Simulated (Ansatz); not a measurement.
Calculated with Ansatz (gas phase, PBE0-D4/def2-TZVP geometries, no zero-point term in ΔE). CBS: MP2 limit from def2 TZ/QZ plus the TZ coupled-cluster correction, frozen cores. DFT in def2-TZVPP. B3LYP here is the variant with VWN-RPA as its local correlation; programs differ in this. Each species was taken in one conformer, which may not be the lowest.

`C[Si](O)(F)Cl` + `[SiH3]BO[SiH3]` → `O[Si](F)(Cl)O[SiH3]` + `CB[SiH3]`  (redistribution)

```tsv
level	ΔE (kJ/mol)	difference from CCSD(T)/CBS
PBE-D4	27.5	12.0
r2SCAN-D4	16.7	1.2
B3LYP-D4	18.9	3.4
ωB97M-V	18.9	3.4
PBE	29.3	13.8
r2SCAN	17.2	1.7
PBE0	21.7	6.2
B3LYP	21.7	6.2
HF/def2-TZVPP	4.3	-11.2
CCSD/def2-TZVPP	14.2	-1.3
CCSD(T)/def2-TZVPP	17.4	1.9
HF/def2-QZVPP	2.6	-12.9
SCS-MP2/def2-QZVPP	14.7	-0.8
HF/CBS(def2)	2.4	-13.1
MP2/CBS(def2)	15.6	0.1
CCSD/CBS(def2)	12.3	-3.2
CCSD(T)/CBS	15.5	0
```

Largest T1 diagnostic among the species: 0.014.

In def2-TZVPP, CCSD(T) changes the Hartree–Fock value by +13.1 kJ/mol (the triples alone add +3.2 kJ/mol) and MP2 by +13.1 kJ/mol. From PBE to PBE0 (25 % exact exchange), in def2-TZVPP and without D4, ΔE moves by −7.5 kJ/mol.
